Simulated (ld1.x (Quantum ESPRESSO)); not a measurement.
Reading a pseudo-wave (Ir (Z = 77))

Columns: radius, all-electron u(r) and pseudo u(r) of the 6p shell (level -1.22 eV) of iridium in the configuration [Xe] 4f14 5d7 6s2 6p0; PBE, scalar-relativistic, RRKJ scheme, ld1.x (Quantum ESPRESSO) 7.5.

```tsv
r (bohr)	all-electron	pseudo
0.182	-0.0488	0.0012
0.365	0.1153	0.0051
0.548	-0.0225	0.0127
0.730	-0.1591	0.0255
0.912	-0.1923	0.0449
1.095	-0.1460	0.0720
1.277	-0.0608	0.1069
1.460	0.0364	0.1493
1.642	0.1296	0.1971
1.825	0.2129	0.2482
2.007	0.2832	0.2991
2.190	0.3413	0.3474
2.372	0.3875	0.3900
2.555	0.4234	0.4254
2.738	0.4503	0.4526
2.920	0.4693	0.4716
3.102	0.4817	0.4834
3.285	0.4886	0.4895
3.468	0.4910	0.4912
3.650	0.4896	0.4896
3.832	0.4852	0.4852
4.015	0.4784	0.4784
4.198	0.4697	0.4697
4.380	0.4595	0.4595
4.562	0.4482	0.4482
4.745	0.4360	0.4360
```

Task: How many radial nodes do the two functions have?

Result: The all-electron 6p function has n − l − 1 = 4 (the table is too coarse to show those close to the nucleus); the pseudo-wave has 0, since the states of the same l below it are removed with the core.

Task: At about which radius was the pseudo-wave matched?

Result: 3.65 bohr, where the columns begin to agree (steps of 0.18 bohr).

Task: Where does each function peak?

Result: Outermost all-electron maximum near 3.47 bohr, pseudo maximum near 3.47 bohr (to the table’s step).

Task: Is the pseudo-wave norm-conserving?

Result: Yes: the RRKJ scheme keeps the norm inside the radius equal to the all-electron one, which fixes the energy derivative of the logarithmic derivative at the level.
